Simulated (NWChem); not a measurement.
All runs are NWChem calculations. System: Tl, charge 0, spin multiplicity 4. Its SCF solution wasn't tested for a lower state. Level: UHF/def2-TZVP with def2 effective core potentials on Tl.

Input file:

```
start mol
memory heap 200 mb stack 900 mb global 1100 mb
geometry units angstroms nocenter noautoz
  Tl     0.000000     0.000000     0.000000
  symmetry group D2h
end
basis spherical
  * library def2-tzvp
end
ecp
  Tl library def2-ecp
end
scf
  uhf
  nopen 3
  maxiter 100
  thresh 1e-7
  semidirect memsize 60000000 filesize 0
  # guess.movecs holds the orbitals of an unrestricted PBE0 run
  vectors input guess.movecs output mol.movecs
end
task scf energy
```

Output (cleaned and shortened):

```
             Northwest Computational Chemistry Package (NWChem) 7.3.0
             --------------------------------------------------------

                                NWChem Input Module
                                -------------------

 Scaling coordinates for geometry "geometry" by  1.889725989
 (inverse scale =  0.529177249)

                             Geometry "geometry" -> ""
                             -------------------------

 Output coordinates in angstroms (scale by  1.889725989 to convert to a.u.)

  No.       Tag          Charge          X              Y              Z
 ---- ---------------- ---------- -------------- -------------- --------------
    1 Tl                  81.0000     0.00000000     0.00000000     0.00000000

 Effective nuclear repulsion energy (a.u.)       0.0000000000

            Nuclear Dipole moment (a.u.)
            ----------------------------
        X                 Y               Z
 ---------------- ---------------- ----------------
     0.0000000000     0.0000000000     0.0000000000

      Symmetry information
      --------------------

 Group name             D2h
 Group number             26
 Group order               8
 No. of unique centers     1

      Symmetry unique atoms

     1


 Summary of "ao basis" -> "" (spherical)
 ------------------------------------------------------------------------------
       Tag                 Description            Shells   Functions and Types
 ---------------- ------------------------------  ------  ---------------------
 *                         def2-tzvp                  on all atoms

 Summary of "ao basis" -> "ao basis" (spherical)
 ------------------------------------------------------------------------------
       Tag                 Description            Shells   Functions and Types
 ---------------- ------------------------------  ------  ---------------------
 Tl                        def2-tzvp                16       50   6s5p3d2f

                                 NWChem SCF Module
                                 -----------------

  ao basis        = "ao basis"
  functions       =    50
  atoms           =     1
  alpha electrons =    12
  beta  electrons =     9
  charge          =   0.00
  wavefunction    = UHF
  use symmetry    = T
  symmetry adapt  = T

 Summary of "ao basis" -> "ao basis" (spherical)
 ------------------------------------------------------------------------------
       Tag                 Description            Shells   Functions and Types
 ---------------- ------------------------------  ------  ---------------------
 Tl                        def2-tzvp                16       50   6s5p3d2f

      Symmetry analysis of basis
      --------------------------

        ag         12
        au          2
        b1g         3
        b1u         9
        b2g         3
        b2u         9
        b3g         3
        b3u         9

 Forming initial guess at       0.1s

   Symmetry analysis of molecular orbitals - initial alpha
   -------------------------------------------------------

  Numbering of irreducible representations:

     1 ag          2 au          3 b1g         4 b1u         5 b2g
     6 b2u         7 b3g         8 b3u

  Orbital symmetries:

     1 ag          2 b1u         3 b2u         4 b3u         5 ag
     6 b3g         7 b2g         8 ag          9 b1g        10 ag
    11 b2u        12 b3u        13 b1u        14 b3u        15 b2u
    16 b1u        17 b1g        18 ag         19 ag         20 b2g
[...]
   Bfn.  Coefficient  Atom+Function         Bfn.  Coefficient  Atom+Function
  ----- ------------  ---------------      ----- ------------  ---------------
    17      0.651830  1 Tl py                11     -0.390694  1 Tl py
    14      0.324635  1 Tl py                20      0.194324  1 Tl py

 Vector   13  Occ=0.000000D+00  E=-1.646685D-02  Symmetry=b1u
              MO Center=  1.1D-16, -1.1D-16,  1.8D-14, r^2= 6.0D+00
   Bfn.  Coefficient  Atom+Function         Bfn.  Coefficient  Atom+Function
  ----- ------------  ---------------      ----- ------------  ---------------
    21      0.530147  1 Tl pz                18      0.415908  1 Tl pz
    12     -0.305831  1 Tl pz                15      0.236392  1 Tl pz

 Vector   14  Occ=0.000000D+00  E= 1.198944D-01  Symmetry=b3u
              MO Center=  1.3D-16, -3.4D-26, -1.0D-26, r^2= 1.4D+01
   Bfn.  Coefficient  Atom+Function         Bfn.  Coefficient  Atom+Function
  ----- ------------  ---------------      ----- ------------  ---------------
    19      1.500621  1 Tl px                16     -1.188206  1 Tl px
    10      0.179081  1 Tl px

 Vector   15  Occ=0.000000D+00  E= 1.198944D-01  Symmetry=b2u
              MO Center=  2.3D-26,  1.3D-16, -8.1D-27, r^2= 1.4D+01
   Bfn.  Coefficient  Atom+Function         Bfn.  Coefficient  Atom+Function
  ----- ------------  ---------------      ----- ------------  ---------------
    20      1.500621  1 Tl py                17     -1.188206  1 Tl py
    11      0.179081  1 Tl py

                     UHF Final Beta Molecular Orbital Analysis
                     -----------------------------------------

 Vector    7  Occ=1.000000D+00  E=-8.878768D-01  Symmetry=b2g
              MO Center=  4.4D-16,  3.4D-28,  6.6D-28, r^2= 6.0D-01
   Bfn.  Coefficient  Atom+Function         Bfn.  Coefficient  Atom+Function
  ----- ------------  ---------------      ----- ------------  ---------------
    25      0.931619  1 Tl d  1

 Vector    8  Occ=1.000000D+00  E=-8.731338D-01  Symmetry=b1g
              MO Center=  1.0D-28,  1.4D-28, -5.8D-29, r^2= 5.9D-01
   Bfn.  Coefficient  Atom+Function         Bfn.  Coefficient  Atom+Function
  ----- ------------  ---------------      ----- ------------  ---------------
    22      0.935587  1 Tl d -2

 Vector    9  Occ=1.000000D+00  E=-8.731338D-01  Symmetry=ag
              MO Center= -6.2D-28,  1.0D-27,  3.0D-29, r^2= 5.9D-01
   Bfn.  Coefficient  Atom+Function         Bfn.  Coefficient  Atom+Function
  ----- ------------  ---------------      ----- ------------  ---------------
    26      0.935587  1 Tl d  2

 Vector   10  Occ=0.000000D+00  E=-1.044957D-01  Symmetry=ag
              MO Center= -1.3D-19, -1.4D-19, -7.4D-31, r^2= 2.5D+00
   Bfn.  Coefficient  Atom+Function         Bfn.  Coefficient  Atom+Function
  ----- ------------  ---------------      ----- ------------  ---------------
     6      0.707665  1 Tl s                  3     -0.539494  1 Tl s
     5      0.481952  1 Tl s                  2      0.341156  1 Tl s
     4     -0.220011  1 Tl s

 Vector   11  Occ=0.000000D+00  E= 3.864415D-02  Symmetry=b1u
              MO Center=  1.5D-13, -1.4D-13,  3.0D-13, r^2= 9.5D+00
   Bfn.  Coefficient  Atom+Function         Bfn.  Coefficient  Atom+Function
  ----- ------------  ---------------      ----- ------------  ---------------
    21      0.935531  1 Tl pz                12     -0.189515  1 Tl pz
    15      0.169943  1 Tl pz

 Vector   12  Occ=0.000000D+00  E= 5.988260D-02  Symmetry=b2u
              MO Center=  1.4D-26,  1.0D-17, -1.5D-26, r^2= 1.1D+01
   Bfn.  Coefficient  Atom+Function         Bfn.  Coefficient  Atom+Function
  ----- ------------  ---------------      ----- ------------  ---------------
    20      1.050789  1 Tl py                14      0.175390  1 Tl py
    11     -0.162394  1 Tl py

 center of mass
 --------------
 x =   0.00000000 y =   0.00000000 z =   0.00000000

 moments of inertia (a.u.)
 ------------------
           0.000000000000           0.000000000000           0.000000000000
           0.000000000000           0.000000000000           0.000000000000
           0.000000000000           0.000000000000           0.000000000000

  Mulliken analysis of the total density
  --------------------------------------

    Atom       Charge   Shell Charges
 -----------   ------   -------------------------------------------------------
    1 Tl  21    21.00   0.05 -0.53  1.66  0.81  0.56  0.44 -0.56  6.53  0.49  1.25  0.30  9.12  0.83  0.04  0.00  0.00

  Mulliken analysis of the alpha density
  --------------------------------------

    Atom       Charge   Shell Charges
 -----------   ------   -------------------------------------------------------
    1 Tl  21    12.00   0.03 -0.28  0.87  0.38  0.55  0.44 -0.29  3.27  0.47  1.25  0.30  4.49  0.49  0.03  0.00  0.00

   Mulliken analysis of the beta density
   -------------------------------------

    Atom       Charge   Shell Charges
 -----------   ------   -------------------------------------------------------
    1 Tl  21     9.00   0.03 -0.25  0.79  0.42  0.01 -0.00 -0.28  3.26  0.02  0.00 -0.00  4.64  0.35  0.01  0.00  0.00

   Mulliken analysis of the spin density
   -------------------------------------

    Atom       Charge   Shell Charges
 -----------   ------   -------------------------------------------------------
    1 Tl  21     3.00   0.00 -0.03  0.08 -0.04  0.54  0.44 -0.01  0.01  0.46  1.25  0.30 -0.15  0.14  0.01  0.00 -0.00

       Multipole analysis of the density wrt the origin
       ------------------------------------------------

     L   x y z        total         alpha         beta         nuclear
     -   - - -        -----         -----         ----         -------
     0   0 0 0     -0.000000    -12.000000     -9.000000     21.000000

     1   1 0 0      0.000000      0.000000      0.000000      0.000000
     1   0 1 0      0.000000      0.000000      0.000000      0.000000
     1   0 0 1      0.000000      0.000000      0.000000      0.000000

     2   2 0 0    -24.059396    -19.061463     -4.997933      0.000000
     2   1 1 0      0.000000      0.000000     -0.000000      0.000000
     2   1 0 1      0.000000      0.000000      0.000000      0.000000
     2   0 2 0    -24.059396    -19.061463     -4.997933      0.000000
     2   0 1 1      0.000000     -0.000000      0.000000      0.000000
     2   0 0 2    -18.201771    -13.094499     -5.107272      0.000000

 Task  times  cpu:        0.5s     wall:        0.5s

 Total times  cpu:        0.5s     wall:        0.5s
```
